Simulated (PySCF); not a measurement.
PySCF input for PbBr, SMILES [Br][Pb] (connectivity only; charge and spin as stated), neutral, multiplicity 2, TDA-LC-ωPBE/def2-TZVPD. Coordinates come from a PBE-D3(BJ)/def2-TZVP optimisation. The multiplicity is an assumed one; other spin states were not compared. The def2 effective core potentials stand for the cores of Pb; spin–orbit coupling is left out.

```python
import numpy as np
from pyscf import gto, scf, dft, tdscf

mol = gto.M(
    atom='''
    Pb    0.00000000    0.00000000   -0.78633956
    Br    0.00000000    0.00000000    1.84228125
    ''',
    basis='def2-TZVPD',
    ecp={'Pb': 'def2-tzvp'},
    charge=0,
    spin=1,
    max_memory=1600,
    verbose=4,
)
mf = dft.UKS(mol, xc='lc_wpbe').density_fit(auxbasis='def2-universal-jkfit')
mf.grids.level = 3
mf.conv_tol = 1e-9
mf.max_cycle = 100
mf.kernel()
fine, coarse = mf.grids, dft.Grids(mol).set(level=1).build(with_non0tab=True)
for _ in range(3):  # follow internal instabilities
    mf.grids = coarse
    mo, _, stable, _ = mf.stability(return_status=True, nroots=4)
    mf.grids = fine
    if stable:
        break
    mf.kernel(mf.make_rdm1(mo, mf.mo_occ))
mf.grids = dft.Grids(mol).set(level=1).build(with_non0tab=True)  # coarser grid for the response kernel
td = tdscf.TDA(mf)
td.nstates = 10
td.conv_tol = 1e-4
td.positive_eig_threshold = 1e-6
td.kernel(x0=td.get_init_guess(mf, 15))
td.analyze(verbose=3)
```

It prints:

```
PySCF version 2.14.0

[INPUT] verbose = 4
[INPUT] num. atoms = 2
[INPUT] num. electrons = 57
[INPUT] charge = 0
[INPUT] spin (= nelec alpha-beta = 2S) = 1
[INPUT] symmetry False subgroup None
[INPUT] Mole.unit = angstrom
[INPUT] Symbol           X                Y                Z      unit          X                Y                Z       unit  Magmom
[INPUT]  1 Pb     0.000000000000   0.000000000000  -0.786339560000 AA    0.000000000000   0.000000000000  -1.485966409311 Bohr   0.0
[INPUT]  2 Br     0.000000000000   0.000000000000   1.842281250000 AA    0.000000000000   0.000000000000   3.481407006921 Bohr   0.0

nuclear repulsion = 155.011499132277
number of shells = 37
number of NR pGTOs = 209
number of NR cGTOs = 113
basis = def2-TZVPD
ecp = {'Pb': 'def2-tzvp'}


[settings echo left out]
init E= -2733.46778362097

WARN: alpha nocc = 29  HOMO -0.554243034702118 >= LUMO -0.554243034701981

  beta  nocc = 28  HOMO = -0.678931976516393  LUMO = -0.554243034702114

WARN: HOMO -0.554243034702118 >= LUMO -0.554243034702114

cycle= 1 E= -2765.99990395965  delta_E= -32.5  |g|= 1.32  |ddm|= 7.42
  alpha nocc = 29  HOMO = -0.0693823498801945  LUMO = 0.0516040123248635
  beta  nocc = 28  HOMO = -0.249679768339874  LUMO = 0.012736476184141
  HOMO = -0.0693823498802  LUMO = 0.0127364761841  gap/eV = 2.23457
cycle= 2 E= -2766.32490270586  delta_E= -0.325  |g|= 1.11  |ddm|= 3.33
  alpha nocc = 29  HOMO = -0.230268347979788  LUMO = 0.00409632450223421
  beta  nocc = 28  HOMO = -0.364347836199572  LUMO = -0.0182601778802362
  HOMO = -0.23026834798  LUMO = -0.0182601778802  gap/eV = 5.76904
cycle= 3 E= -2766.73585986767  delta_E= -0.411  |g|= 0.0881  |ddm|= 1.16
  alpha nocc = 29  HOMO = -0.267093194254736  LUMO = -0.00935795523376592
  beta  nocc = 28  HOMO = -0.380670910541422  LUMO = -0.034277340190596
  HOMO = -0.267093194255  LUMO = -0.0342773401906  gap/eV = 6.33524
cycle= 4 E= -2766.73958026622  delta_E= -0.00372  |g|= 0.0447  |ddm|= 0.144
  alpha nocc = 29  HOMO = -0.268720931524351  LUMO = -0.00699366548676008
  beta  nocc = 28  HOMO = -0.383690455370369  LUMO = -0.032638124908389
  HOMO = -0.268720931524  LUMO = -0.0326381249084  gap/eV = 6.42414
cycle= 5 E= -2766.74027912402  delta_E= -0.000699  |g|= 0.00872  |ddm|= 0.0432
  alpha nocc = 29  HOMO = -0.269173712415614  LUMO = -0.00548935942511726
  beta  nocc = 28  HOMO = -0.387418461137044  LUMO = -0.0318051580043641
  HOMO = -0.269173712416  LUMO = -0.0318051580044  gap/eV = 6.45913
cycle= 6 E= -2766.7404850023  delta_E= -0.000206  |g|= 0.00396  |ddm|= 0.0309
  alpha nocc = 29  HOMO = -0.269375241475628  LUMO = -0.00533530868932337
  beta  nocc = 28  HOMO = -0.386181360106474  LUMO = -0.0317668911267931
  HOMO = -0.269375241476  LUMO = -0.0317668911268  gap/eV = 6.46565
cycle= 7 E= -2766.74050942107  delta_E= -2.44e-05  |g|= 0.00165  |ddm|= 0.00906
  alpha nocc = 29  HOMO = -0.269453647340446  LUMO = -0.00520638384597066
  beta  nocc = 28  HOMO = -0.386306688990363  LUMO = -0.0316998944622751
  HOMO = -0.26945364734  LUMO = -0.0316998944623  gap/eV = 6.46961
cycle= 8 E= -2766.74051568908  delta_E= -6.27e-06  |g|= 0.000586  |ddm|= 0.00551
  alpha nocc = 29  HOMO = -0.269438874390233  LUMO = -0.00518479536208222
  beta  nocc = 28  HOMO = -0.386504869262646  LUMO = -0.0316758673787874
  HOMO = -0.26943887439  LUMO = -0.0316758673788  gap/eV = 6.46986
cycle= 9 E= -2766.74051614209  delta_E= -4.53e-07  |g|= 0.00021  |ddm|= 0.00118
  alpha nocc = 29  HOMO = -0.269429904258615  LUMO = -0.00517912860326574
  beta  nocc = 28  HOMO = -0.386509760983311  LUMO = -0.0316653870282164
  HOMO = -0.269429904259  LUMO = -0.0316653870282  gap/eV = 6.46990
cycle= 10 E= -2766.74051624861  delta_E= -1.07e-07  |g|= 7.93e-05  |ddm|= 0.000734
  alpha nocc = 29  HOMO = -0.269423517541399  LUMO = -0.00517707550152194
  beta  nocc = 28  HOMO = -0.386520625548585  LUMO = -0.0316603324681612
  HOMO = -0.269423517541  LUMO = -0.0316603324682  gap/eV = 6.46987
cycle= 11 E= -2766.74051627074  delta_E= -2.21e-08  |g|= 3.75e-05  |ddm|= 0.000328
  alpha nocc = 29  HOMO = -0.26942733577649  LUMO = -0.00518082635762667
  beta  nocc = 28  HOMO = -0.386522687389301  LUMO = -0.0316632716541822
  HOMO = -0.269427335776  LUMO = -0.0316632716542  gap/eV = 6.46989
cycle= 12 E= -2766.74051627628  delta_E= -5.53e-09  |g|= 1.58e-05  |ddm|= 0.000186
  alpha nocc = 29  HOMO = -0.269426486558245  LUMO = -0.00517882868927712
  beta  nocc = 28  HOMO = -0.38652089280065  LUMO = -0.0316610773890766
  HOMO = -0.269426486558  LUMO = -0.0316610773891  gap/eV = 6.46993
cycle= 13 E= -2766.74051627731  delta_E= -1.03e-09  |g|= 6.08e-06  |ddm|= 9.39e-05
  alpha nocc = 29  HOMO = -0.269427331408203  LUMO = -0.00517902297292193
  beta  nocc = 28  HOMO = -0.386520702479412  LUMO = -0.0316613300287592
  HOMO = -0.269427331408  LUMO = -0.0316613300288  gap/eV = 6.46994
cycle= 14 E= -2766.7405162774  delta_E= -9.23e-11  |g|= 2.64e-06  |ddm|= 2.79e-05
  alpha nocc = 29  HOMO = -0.269427022432209  LUMO = -0.0051787331202658
  beta  nocc = 28  HOMO = -0.38652097390666  LUMO = -0.0316609959950753
  HOMO = -0.269427022432  LUMO = -0.0316609959951  gap/eV = 6.46994
Extra cycle  E= -2766.74051627741  delta_E= -1.05e-11  |g|= 1.55e-06  |ddm|= 6.65e-06
converged SCF energy = -2766.74051627741  <S^2> = 0.75555456  2S+1 = 2.0055469
tot grids = 15992
uhf_internal: lowest eigs of H = [1.27836313e-06 1.61694164e-01 2.39311766e-01 2.86535662e-01]
<class 'pyscf.df.df_jk.DFUKS'> wavefunction is stable in the internal stability analysis
tot grids = 15992
Overwritten attributes  positive_eig_threshold  of <class 'pyscf.tdscf.uks.TDA'>


******** <class 'pyscf.tdscf.uks.TDA'> for <class 'pyscf.df.df_jk.DFUKS'> ********
nstates = 10
deg_eia_thresh = 1.000e-03
wfnsym = None
conv_tol = 0.0001
eigh lindep = 1e-12
eigh level_shift = 0
eigh max_cycle = 100


Excitation energies (eV)
[0.08340283 2.33574121 3.92690818 4.33987949 4.44169197 4.53376294
 4.65940169 4.80214379 5.06445854 5.10034491]

** Excitation energies and oscillator strengths **
Excited State   1:      0.08340 eV  14865.71 nm  f=0.0000
Excited State   2:      2.33574 eV    530.81 nm  f=0.0018
Excited State   3:      3.92691 eV    315.73 nm  f=0.0007
Excited State   4:      4.33988 eV    285.69 nm  f=0.1337
Excited State   5:      4.44169 eV    279.14 nm  f=0.0016
Excited State   6:      4.53376 eV    273.47 nm  f=0.0112
Excited State   7:      4.65940 eV    266.09 nm  f=0.0000
Excited State   8:      4.80214 eV    258.19 nm  f=0.0000
Excited State   9:      5.06446 eV    244.81 nm  f=0.0085
Excited State  10:      5.10034 eV    243.09 nm  f=0.0037
```

The calculation finished and met its thresholds.
